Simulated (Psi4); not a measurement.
CS, charge +1, doublet, at a GFN2-xTB geometry (a state made from the parent by changing its charge; the spin is typed, not shown lowest). Base run: TPSS/cc-pVDZ (Psi4).

Here is a job for Psi4.
```
memory 2 GB

molecule mol {
1 2
  C    -0.000000   -0.000000   -1.079034
  S     0.000000    0.000000    0.404638
}

set basis cc-pvdz
set reference uks

energy('tpss')
print_variables()
```

The base run was repeated with changes; each row names its change, and settings that it needs were set with it.

```csv
change,E (Eh),SCF-reference <S^2>
base,-435.83405,0.785
functional = hf (with energy('scf')),-434.96094,1.422
functional = svwn,-434.48836,0.773
functional = m06-2x,-435.76515,0.804
functional = wb97m-v,-435.76699,0.790
functional = bp86,-435.83775,0.774
functional = b97m-v,-435.70062,0.801
functional = pbe0-dh,-435.58128,0.890
functional = scan,-435.81256,0.809
functional = r2scan,-435.75129,0.814
functional = b3lyp5,-435.73340,0.784
functional = hse06,-435.63086,0.807
functional = m06-l,-435.79709,0.797
```

Total energies compare only within one method and basis.

Open shells are given as the SCF converged; they aren't shown to be the lowest states, and a large step between rows can be another state.
